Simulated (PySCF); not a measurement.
C3H10Cl2Si2, SMILES C[SiH2]CC[SiH](Cl)Cl, singlet, GFN2-xTB optimised geometry.

```
17

Si    -1.48    -0.45     0.00
Cl    -2.15     1.45     0.00
Cl    -2.12    -1.38    -1.68
C      0.43    -0.45     0.00
C      1.08     0.46     1.04
Si     0.86    -0.10     2.85
C      1.93     1.01     3.95
H     -2.07    -1.15     1.14
H      0.79    -1.47     0.15
H      0.77    -0.15    -1.00
H      2.15     0.52     0.82
H      0.69     1.47     0.92
H      1.28    -1.50     2.97
H     -0.55     0.02     3.25
H      2.99     0.93     3.70
H      1.65     2.06     3.86
H      1.83     0.73     5.00
```

Density from PBE0/def2-SVP in PySCF at that geometry.

Minimum of the electron density along straight lines between bonded atoms, close to the bond critical point (lines longer than 1.1 times the sum of covalent radii, or with two minima, are not listed):

```json
[
 {"bond": "Si1–Cl2", "length / Å": "2.018", "ρ at the minimum / e bohr⁻³": "0.098", "∇²ρ there / e bohr⁻⁵": "0.33", "position (fraction from the first atom)": "0.37"},
 {"bond": "Si1–Cl3", "length / Å": "2.024", "ρ at the minimum / e bohr⁻³": "0.097", "∇²ρ there / e bohr⁻⁵": "0.33", "position (fraction from the first atom)": "0.37"},
 {"bond": "Si1–C4", "length / Å": "1.901", "ρ at the minimum / e bohr⁻³": "0.116", "∇²ρ there / e bohr⁻⁵": "(withheld)", "position (fraction from the first atom)": "0.38"},
 {"bond": "C4–C5", "length / Å": "1.531", "ρ at the minimum / e bohr⁻³": "(withheld)", "∇²ρ there / e bohr⁻⁵": "(withheld)", "position (fraction from the first atom)": "0.51"},
 {"bond": "C5–Si6", "length / Å": "1.905", "ρ at the minimum / e bohr⁻³": "0.111", "∇²ρ there / e bohr⁻⁵": "0.32", "position (fraction from the first atom)": "0.62"},
 {"bond": "Si6–C7", "length / Å": "1.897", "ρ at the minimum / e bohr⁻³": "0.111", "∇²ρ there / e bohr⁻⁵": "0.32", "position (fraction from the first atom)": "0.38"},
 {"bond": "Si1–H8", "length / Å": "1.456", "ρ at the minimum / e bohr⁻³": "0.123", "∇²ρ there / e bohr⁻⁵": "0.32", "position (fraction from the first atom)": "0.49"},
 {"bond": "C4–H9", "length / Å": "1.092", "ρ at the minimum / e bohr⁻³": "0.271", "∇²ρ there / e bohr⁻⁵": "-0.97", "position (fraction from the first atom)": "0.62"},
 {"bond": "C4–H10", "length / Å": "1.096", "ρ at the minimum / e bohr⁻³": "0.270", "∇²ρ there / e bohr⁻⁵": "-0.95", "position (fraction from the first atom)": "0.63"},
 {"bond": "C5–H11", "length / Å": "1.093", "ρ at the minimum / e bohr⁻³": "0.270", "∇²ρ there / e bohr⁻⁵": "-0.95", "position (fraction from the first atom)": "0.62"},
 {"bond": "C5–H12", "length / Å": "1.092", "ρ at the minimum / e bohr⁻³": "0.272", "∇²ρ there / e bohr⁻⁵": "-0.97", "position (fraction from the first atom)": "0.63"},
 {"bond": "Si6–H13", "length / Å": "1.471", "ρ at the minimum / e bohr⁻³": "0.116", "∇²ρ there / e bohr⁻⁵": "0.32", "position (fraction from the first atom)": "0.49"},
 {"bond": "Si6–H14", "length / Å": "1.469", "ρ at the minimum / e bohr⁻³": "0.116", "∇²ρ there / e bohr⁻⁵": "0.33", "position (fraction from the first atom)": "0.49"},
 {"bond": "C7–H16", "length / Å": "1.086", "ρ at the minimum / e bohr⁻³": "0.272", "∇²ρ there / e bohr⁻⁵": "-0.97", "position (fraction from the first atom)": "0.62"},
 {"bond": "C7–H17", "length / Å": "1.085", "ρ at the minimum / e bohr⁻³": "0.272", "∇²ρ there / e bohr⁻⁵": "-0.98", "position (fraction from the first atom)": "0.63"}
]
```

Complete the blanks.


- Si1–C4, ∇²ρ there / e bohr⁻⁵: 0.29
- C4–C5, ρ at the minimum / e bohr⁻³: 0.234
- C4–C5, ∇²ρ there / e bohr⁻⁵: -0.50
